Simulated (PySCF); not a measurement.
PySCF input (PBE/aug-pcseg-1):

```python
import numpy as np, basis_set_exchange as bse
from pyscf import gto, scf, dft, df
from pyscf.prop.nmr import rks as nmr

basis = {'F': gto.basis.parse(bse.get_basis('aug-pcseg-1', elements=['F'], fmt='nwchem')), 'S': gto.basis.parse(bse.get_basis('aug-pcseg-1', elements=['S'], fmt='nwchem'))}
mol = gto.M(
    atom='''
    F    -1.21299123   -0.50470806    0.01613613
    S    -0.00574452    0.55322190    0.00745691
    F     1.22320370   -0.47879753   -0.02939285
    ''',
    basis=basis,
    charge=0,
    verbose=4,
    max_memory=8640,
)
mf = dft.RKS(mol, xc='pbe')
mf.grids.level = 3
mf.conv_tol = 1e-9
mf.max_cycle = 100
print('smallest overlap eigenvalue', np.linalg.eigvalsh(mol.intor('int1e_ovlp'))[0])
mf.kernel()
dip = mf.dip_moment()
n = nmr.NMR(mf)
n.verbose = 2
n.max_cycle_cphf = 60
sigma = n.kernel()
for i, x in enumerate(sigma):
    print(mol.atom_symbol(i), i + 1, round(x.trace() / 3, 3))
```

Output:

```
PySCF version 2.14.0

[INPUT] verbose = 4
[INPUT] num. atoms = 3
[INPUT] num. electrons = 34
[INPUT] charge = 0
[INPUT] spin (= nelec alpha-beta = 2S) = 0
[INPUT] symmetry False subgroup None
[INPUT] Mole.unit = angstrom
[INPUT] Symbol           X                Y                Z      unit          X                Y                Z       unit  Magmom
[INPUT]  1 F     -1.212991230000  -0.504708060000   0.016136130000 AA   -2.292221216199  -0.953760006261   0.030492866410 Bohr   0.0
[INPUT]  2 S     -0.005744520000   0.553221900000   0.007456910000 AA   -0.010855569517   1.045437877112   0.014091517636 Bohr   0.0
[INPUT]  3 F      1.223203700000  -0.478797530000  -0.029392850000 AA    2.311519987555  -0.904796200818  -0.055544436520 Bohr   0.0

nuclear repulsion = 112.532386232994
number of shells = 29
number of NR pGTOs = 121
number of NR cGTOs = 73
basis = {'F': [[0, [2931.55, 0.00579504], [441.125, 0.0433238], [100.232, 0.193739], [27.8655, 0.5], [8.4447, 0.48642]], [0, [13.6123, -0.0719785], [1.26122, 0.5]], [0, [0.3708, 1.0]], [0, [0.10296, 1.0]], [1, [21.9305, 0.0488771], [4.78552, 0.24783], [1.28378, 0.5]], [1, [0.311558, 1.0]], [1, [0.077889, 1.0]], [2, [1.1, 1.0]], [2, [0.23367, 1.0]]], 'S': [[0, [49299.4, 0.00074568], [7395.84, 0.00575893], [1683.3, 0.0294637], [476.144, 0.113223], [154.329, 0.315267], [55.0288, 0.5], [20.5029, 0.299093]], [0, [45.9596, -0.0874744], [4.9274, 0.558303], [1.91799, 0.5]], [0, [0.368498, 1.0]], [0, [0.129165, 1.0]], [0, [0.042309, 1.0]], [1, [451.662, 0.00400554], [106.098, 0.0315665], [33.6996, 0.134441], [12.3054, 0.347659], [4.71412, 0.5], [1.78105, 0.287922]], [1, [0.872235, 0.243521], [0.310278, 0.5]], [1, [0.100194, 1.0]], [1, [0.030392, 1.0]], [2, [0.55, 1.0]], [2, [0.091175, 1.0]]]}
ecp = {}
smallest overlap eigenvalue 0.002930722203003595

******** <class 'pyscf.dft.rks.RKS'> ********
method = RKS
initial guess = minao
damping factor = 0
level_shift factor = 0
DIIS = <class 'pyscf.scf.diis.CDIIS'>
diis_start_cycle = 1
diis_space = 8
diis_damp = 0
SCF conv_tol = 1e-09
SCF conv_tol_grad = None
SCF max_cycles = 100
direct_scf = True
direct_scf_tol = 1e-13
XC library pyscf.dft.libxc version 7.1.2
    S. Lehtola, C. Steigemann, M. J. T. Oliveira, and M. A. L. Marques,  SoftwareX 7, 1–5 (2018)
XC functionals = pbe
    J. P. Perdew, K. Burke, and M. Ernzerhof,  Phys. Rev. Lett. 77, 3865 (1996)
    J. P. Perdew, K. Burke, and M. Ernzerhof,  Phys. Rev. Lett. 78, 1396 (1997)
    J. P. Perdew, K. Burke, and M. Ernzerhof,  Phys. Rev. Lett. 77, 3865 (1996)
    J. P. Perdew, K. Burke, and M. Ernzerhof,  Phys. Rev. Lett. 78, 1396 (1997)
radial grids:
    Treutler-Ahlrichs [JCP 102, 346 (1995); DOI:10.1063/1.469408] (M4) radial grids

becke partition: Becke, JCP 88, 2547 (1988); DOI:10.1063/1.454033
pruning grids: <function nwchem_prune>
grids dens level: 3
symmetrized grids: False
atomic radii adjust function: <function treutler_atomic_radii_adjust>
small_rho_cutoff = 0
Set gradient conv threshold to 3.16228e-05
Initial guess from minao.
tot grids = 47408
init E= -597.769350507561
  HOMO = -0.223810694894803  LUMO = -0.0993296261398018  gap/eV = 3.38730
cycle= 1 E= -597.386455038957  delta_E= 0.383  |g|= 0.44  |ddm|= 2.31
  HOMO = -0.227784965206737  LUMO = -0.126229525852684  gap/eV = 2.76346
cycle= 2 E= -597.219093321255  delta_E= 0.167  |g|= 1.07  |ddm|= 1.11
  HOMO = -0.222895086687135  LUMO = -0.11673928117175  gap/eV = 2.88865
cycle= 3 E= -597.422089053895  delta_E= -0.203  |g|= 0.0662  |ddm|= 0.789
  HOMO = -0.215585278030786  LUMO = -0.110707788120587  gap/eV = 2.85386
cycle= 4 E= -597.422993143475  delta_E= -0.000904  |g|= 0.0183  |ddm|= 0.0926
  HOMO = -0.21870518487085  LUMO = -0.112600268418971  gap/eV = 2.88726
cycle= 5 E= -597.423076260165  delta_E= -8.31e-05  |g|= 0.00204  |ddm|= 0.0227
  HOMO = -0.218353583359299  LUMO = -0.112347787602132  gap/eV = 2.88456
cycle= 6 E= -597.42307728227  delta_E= -1.02e-06  |g|= 0.00025  |ddm|= 0.0032
  HOMO = -0.218378370149089  LUMO = -0.112386458836297  gap/eV = 2.88419
cycle= 7 E= -597.423077291166  delta_E= -8.9e-09  |g|= 8.75e-05  |ddm|= 0.000344
  HOMO = -0.21837293544026  LUMO = -0.112379144900397  gap/eV = 2.88424
cycle= 8 E= -597.423077293038  delta_E= -1.87e-09  |g|= 3.85e-05  |ddm|= 0.000114
  HOMO = -0.2183728743746  LUMO = -0.112378916495871  gap/eV = 2.88424
cycle= 9 E= -597.423077293304  delta_E= -2.66e-10  |g|= 5.47e-06  |ddm|= 3.18e-05
  HOMO = -0.218373785637207  LUMO = -0.112379775012854  gap/eV = 2.88424
Extra cycle  E= -597.42307729328  delta_E= 2.48e-11  |g|= 1.36e-05  |ddm|= 1.37e-05
converged SCF energy = -597.42307729328
Dipole moment(X, Y, Z, Debye): -0.00969,  0.92843,  0.01252
F 1 327.574
S 2 -1052.581
F 3 327.581
```
